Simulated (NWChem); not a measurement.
GeH₃F; SMILES [F][GeH3]

All runs: NWChem. Coordinates come from a PBE0/def2-SVP optimisation. Field at 589 nm.

**Question.** Estimate the computed values for B3LYP/def2-TZVPD. Quantities: isotropic polarisability (bohr³); anisotropy (bohr³).

**Answer.** The isotropic polarisability (bohr³) comes out as 33.7 and the anisotropy (bohr³) is 2.6.
